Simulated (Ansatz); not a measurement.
Consider the redistribution: `B[CH2][SnH2][F]` + `NN[SiH3]` → `[NH2][SnH2][F]` + `BCN[SiH3]`.

Gas-phase electronic energies from Ansatz, PBE0-D4/def2-TZVP geometries. CCSD(T)/CBS adds triple-zeta CCSD(T) − MP2 to the extrapolated MP2 energy (def2 sets, frozen cores). Functionals use def2-TZVPP. def2 core potentials past Kr. For Sn outer-core shells are correlated without core-valence functions, which leaves a few kJ/mol of doubt a bond. Each species was taken in one conformer, which may not be the lowest.

```csv
level,ΔE (kcal/mol),difference from CCSD(T)/CBS
PBE-D4,-18.6,2.5
PBE0-D4,-19.4,1.7
PBE,-18.7,2.4
r2SCAN,-20.4,0.7
HF/def2-TZVPP,-24.5,-3.4
MP2/def2-TZVPP,-21.6,-0.5
SCS-MP2/def2-TZVPP,-22.0,-0.9
HF/def2-QZVPP,-24.8,-3.7
MP2/def2-QZVPP,-21.8,-0.7
HF/CBS(def2),-24.8,-3.7
CCSD(T)/CBS,-21.1,0
```

Largest T1 diagnostic among the species: 0.013.

From PBE to PBE0 (25 % exact exchange), in def2-TZVPP and without D4, ΔE moves by −0.8 kcal/mol. In def2-TZVPP, CCSD(T) changes the Hartree–Fock value by +3.7 kcal/mol (the triples alone add +0.6 kcal/mol) and MP2 by +2.9 kcal/mol.
